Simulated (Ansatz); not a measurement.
System: sum formula BeHSBr, net charge 0, singlet state. SMILES: [Br][Be][SH]
Coordinates optimised at B3LYP-D3(BJ)/def2-TZVP (Ansatz, a quantum-chemistry and plane-wave program):
```xyz
4

Be    -0.4605     0.4338     0.1403
Br     0.9483    -0.8534    -0.3129
S     -1.8126     1.7019     0.5556
H     -2.3446     0.9031     1.5007
```
Charge 0, spin multiplicity 1.

Quantity: vertical ionisation energy (to the doublet state of charge +1; each state is the SCF solution reached for its spin), in eV. Correlated levels leave the core frozen unless marked. UHF or UKS for open shells. Spin-orbit coupling is left out. The frozen core is the preceding noble-gas configuration, with the filled d and f shells of earlier blocks. Non-relativistic. CBS marks a two-point X^-3 extrapolation of the correlation energy; Hartree-Fock from the larger set. The bracket is a focal-point correction in the basis named.

| level | program | vertical ionisation energy (eV) |
|---|---|---|
| HF/def2-SVPD | Ansatz | 9.35 |

Problem. Estimate the value at RI-MP2/CBS(def2-TZVPPD,def2-QZVPPD)+[CCSD(T)-MP2]/def2-TZVPPD as computed with Ansatz.

Solution. 10.45 eV
